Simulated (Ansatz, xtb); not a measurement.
**Relative energy of two isomers of C4H5FN2**

Structure X is `Nc1cc[nH]c1F`, a singlet and structure Y is `Nc1c[nH]cc1F`, a singlet. Both are isolated molecules in the gas phase, relaxed with r2SCAN-D4/def2-SVP; the shapes shown needn't be the lowest conformers.

X (Å):

| atom | x (Å) | y (Å) | z (Å) |
| --- | --- | --- | --- |
| C | -0.3201 | 0.0378 | -0.0516 |
| C | -1.7475 | 0.1607 | -0.0364 |
| C | -2.0787 | 1.4318 | -0.4735 |
| C | 0.1414 | 1.2579 | -0.5030 |
| F | 1.3958 | 1.6778 | -0.6958 |
| N | 0.4458 | -1.0540 | 0.3841 |
| N | -0.9097 | 2.1020 | -0.7482 |
| H | 0.0881 | -1.9370 | 0.0268 |
| H | 1.4199 | -0.9643 | 0.1061 |
| H | -2.4490 | -0.6119 | 0.2755 |
| H | -3.0461 | 1.9103 | -0.6068 |
| H | -0.8179 | 3.0525 | -1.0816 |

Y (Å):

```yaml
atoms:
  - { symbol: C, position_ang: [-0.5134, 0.0144, 0.0575] }
  - { symbol: C, position_ang: [-1.4791, 0.9073, 0.5113] }
  - { symbol: C, position_ang: [-0.7471, 1.7062, -1.4757] }
  - { symbol: C, position_ang: [-0.0705, 0.5353, -1.1890] }
  - { symbol: F, position_ang: [0.8799, -0.0433, -1.9388] }
  - { symbol: N, position_ang: [-0.0883, -1.1935, 0.6168] }
  - { symbol: N, position_ang: [-1.6000, 1.9155, -0.4236] }
  - { symbol: H, position_ang: [0.8193, -1.4737, 0.2542] }
  - { symbol: H, position_ang: [-0.0586, -1.1783, 1.6320] }
  - { symbol: H, position_ang: [-2.0866, 0.8907, 1.4135] }
  - { symbol: H, position_ang: [-2.2356, 2.6966, -0.3461] }
  - { symbol: H, position_ang: [-0.6735, 2.3819, -2.3238] }
```

Energies in hartree; the thermal terms are from GFN2-xTB frequencies at re-optimised GFN2-xTB minima (ideal gas, soft modes damped towards free rotors, one conformer each, 298.15 K, 1 atm) and include the zero-point energy:

|  | X | Y |
| --- | --- | --- |
| E, CCSD(T)/def2-SVP | −363.514204 | −363.513673 |
| E, MP2/def2-SVP | −363.442365 | −363.441958 |
| E, MP2/def2-TZVPP | −364.119023 | −364.119223 |
| zero-point energy | 0.088419 | 0.088437 |
| H(298 K) − E | 0.095714 | 0.095690 |
| G(298 K) − E | 0.058624 | 0.058707 |

Problem. Correct the CCSD(T) difference for the basis set by the MP2 change, then work out ΔE, ΔE₀, ΔH and ΔG for X → Y in kcal/mol (1 Eh = 627.51 kcal/mol) and the equilibrium ratio [Y]/[X].

Solution. 1. Differences Y − X: CCSD(T) +0.000531, MP2 in the small set +0.000407, MP2 in the large set −0.000200 Eh.
2. ΔE = +0.000531 + (−0.000200 − (+0.000407)) = −0.000076 Eh = −0.05 kcal/mol.
3. ΔE₀ = ΔE + ΔZPE = −0.000076 + (+0.000018) Eh = −0.04 kcal/mol.
4. ΔH = ΔE + (−0.000024) Eh = −0.06 kcal/mol.
5. ΔG = ΔE + (+0.000083) Eh = 0.00 kcal/mol, so ΔS = (ΔH − ΔG)/T = −0.9 J/(mol K).
6. kT = 0.9442 mEh, so K = [Y]/[X] = exp(−ΔG/kT) = exp(−0.01) ≈ 0.99.

The two are too close for this level to say which is favoured. An error of 1 kcal/mol in ΔG would change K by a factor of 5.4. Mirror images and further conformers aren't counted.

As drawn, both hold the same kinds of bond in the same numbers.

Other levels gave ΔE = +0.4 (GFN2-xTB); +1.1 (HF/STO-3G, GFN2-xTB geometries); −0.2 (r2SCAN-D4/def2-SVP//GFN2-xTB); −0.2 (r2SCAN-D4/def2-SVP); +0.6 (HF/def2-SVP); +0.3 (MP2/def2-SVP); +0.3 (CCSD(T)/def2-SVP) kcal/mol. The correlated steps freeze 7 core orbitals. Programs: Ansatz 0.2.0, xtb 6.7.1.
